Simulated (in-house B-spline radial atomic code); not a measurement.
A run on Sr (an excited or competing configuration) that did not converge. Method: non-relativistic TPSS, spin-polarised, spherical fractional occupations, point nucleus; computed with an all-electron radial atomic-structure program (B-spline basis).

Command:
```bash
python run_scf.py task.json out
```
Settings:
```
Z                38
configuration    [Kr] 5s1 6f1
hamiltonian      nr
method           tpss,tpss
spin_polarised   True
```

First and last ten iterations of the last attempt (damped for 15 steps, keeping 80 % of the old Fock matrix, then DIIS):
```
 iter        energy (Eh)    residual
    1       -3133.046198    5.49e-02
    2       -3133.048671    2.17e-03
    3       -3133.048721    1.45e-03
    4       -3133.048764    1.28e-03
    5       -3133.048810    1.12e-03
    6       -3133.048860    9.66e-04
    7       -3133.048909    8.20e-04
    8       -3133.048951    6.80e-04
    9       -3133.048979    5.47e-04
   10       -3133.048990    4.23e-04
  111       -3133.048876    1.78e-06
  112       -3133.048876    1.89e-06
  113       -3133.048876    1.77e-06
  114       -3133.048876    2.00e-06
  115       -3133.048876    1.77e-06
  116       -3133.048876    2.18e-06
  117       -3133.048876    3.51e-06
  118       -3133.048876    2.81e-06
  119       -3133.048876    2.25e-06
  120       -3133.048876    2.36e-06
 not converged after 120 iterations
```

The smallest residual met was 1.0e-06; the threshold is about 4e-07. Over the last five steps the energy moves by less than 2e-07 hartree, but the orbitals didn't meet the threshold. Run time, properties included: 4.2 s on 1 thread of Arm Neoverse V1, on a shared host.
